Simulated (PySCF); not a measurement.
A structure optimised at PBE-D3(BJ)/def2-SVP, used in a PySCF frequency run:

```xyz
12

C      4.1375     0.2948    -0.2760
C      2.8335     0.1232    -0.2181
C      1.5286    -0.0562    -0.1038
O      0.6140     0.5710    -0.9229
C     -0.6184    -0.0750    -1.0690
Se    -1.7385    -0.2054     0.5829
H      4.7874    -0.3750    -0.8687
H      4.6398     1.1196     0.2627
H      1.0940    -0.6796     0.7023
H     -0.5157    -1.1328    -1.3983
H     -1.1872     0.4963    -1.8234
H     -1.9062     1.2664     0.6921
```
Charge 0, spin multiplicity 1.

Question: Write its SMILES and formula.

Answer: C=C=COC[SeH], C₄H₆OSe

Question: What are its rotational constants (standard atomic weights)?

Answer: 9.2977, 0.76792, 0.72751 GHz
